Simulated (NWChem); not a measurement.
# CH3FMg; SMILES [CH3][Mg][F]

### Question
Give the equilibrium geometry at PBE0/def2-SVP (NWChem) as a Z-matrix, with the point group.

### Answer
point group C3v; any orientation.
```
C
H 1 1.1029
H 1 1.1029 2 107.19
H 1 1.1030 2 107.18 3 114.79
Mg 1 2.0782 2 111.69 4 122.59
F 5 1.7658 4 157.58 1 179.98
```
